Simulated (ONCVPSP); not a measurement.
**What one change does to a pseudopotential (Re, ONCV)**

rhenium, optimised norm-conserving Vanderbilt (ONCV), made with ONCVPSP 4.0.1 (PW91, scalar-relativistic). Core [Xe] 4f14, reference 5d5 6s1.75 (charge +0.25). Waves: 6s: rc 2.65 bohr, ncon 4, nbas 7, qcut 2.1 1/bohr, 2 projectors, debl 3.9 Ha; p scattering state at 0.11 Ha: rc 2.90 bohr, ncon 4, nbas 8, qcut 2.3 1/bohr, 1 projector; 5d: rc 2.20 bohr, ncon 4, nbas 9, qcut 7.2 1/bohr, local. Local part: the d channel. Core correction: none.

In the p channel the program set the typed energies aside and used 0.050 Ha.

All-electron outer shells of the reference configuration (PW91, scalar-relativistic, ld1.x):

```
shell  level (eV)  outermost node (bohr)  outermost maximum (bohr)
   4f      -44.21                      –                      0.41
   6s       -7.62                   1.24                      2.54
   5d       -7.22                   0.62                      1.41
```

Change: s: rc 3.82.

Cutoffs: the cutoffs (Ha) at which the residual kinetic energy of the hardest occupied pseudo-wave falls to 1 and 0.1 mHa per electron; they do not see the model core or the augmentation charge, which bear on the density cutoff. Errors are all-electron minus pseudo energies relative to the spin-unpolarised reference configuration.

Problem. What does the change do?

Solution. The potential gets neither clearly harder nor softer (16 Ha and 19 Ha → 16 Ha and 19 Ha); the bound ghosts move from p to p, s; the lowest positive-energy flag moves from s at 29.1 eV to none; of the 4 tests that both files solve, the error grows in 4 and shrinks in 0 by more than 15 % and 0.3 meV (median size 16.9 → 70.3 meV). More of the atom is replaced by a form fitted at one configuration, so other configurations suffer.

```csv
quantity,base,changed
"cutoff, loose",16 Ha,16 Ha
"cutoff, tight",19 Ha,19 Ha
loose cutoff by channel,"s 11 Ha, d 16 Ha","s 1.9 Ha, d 16 Ha"
bound ghosts,p,"s, p"
GHOST(+) flags under 300 eV,s at 29.1 eV,none
"error for 5d5 6s2, meV [ΔE -1.70 eV]",+0.8,-5.0
"error for 5d5 6s1, meV [ΔE 7.61 eV]",+0.5,-41
"error for 5d5 6s0, meV [ΔE 24.01 eV]",+33,-100
"error for 5d3 6s0, meV [ΔE 90.66 eV]",+53,-803
p: phases at 2.95 bohr within 0.05 rad from the reference energy up to (Ha; the scan ends near 5),1.9,1.9
d: phases at 2.24 bohr within 0.05 rad from the reference energy up to (Ha; the scan ends near 5),1.7,1.7
```

 A true bound ghost makes a file unfit for plane-wave use even where its test errors are small: the radial tests pick states by their node count and pass the ghost by.
